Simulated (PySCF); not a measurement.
Ge(H)3(tBu) (C4H12Ge), SMILES C[C](C)(C)[GeH3].

Geometry: B3LYP-D3(BJ)/def2-SVP. The isomer is the one that the SMILES or the coordinates give; other isomers of the formula were not compared.

Level of theory: PBE/def2-TZVP in PySCF.

The total energy comes out as -2236.14418 hartree and the point group is C3v. The highest occupied level is -6.52 eV and the lowest empty level is -0.15 eV. The orbital gap is 6.37 eV and the dipole moment is 0.170 e·Å. The quadrupole, principal values (traceless, Buckingham form, about the centre of nuclear charge) comes out as -0.80, 0.40, 0.40 D·Å and the mean static polarisability is 85.3 bohr³ (12.64 Å³). The polarisability, principal values is 80.9, 80.9, 94.2 bohr³.
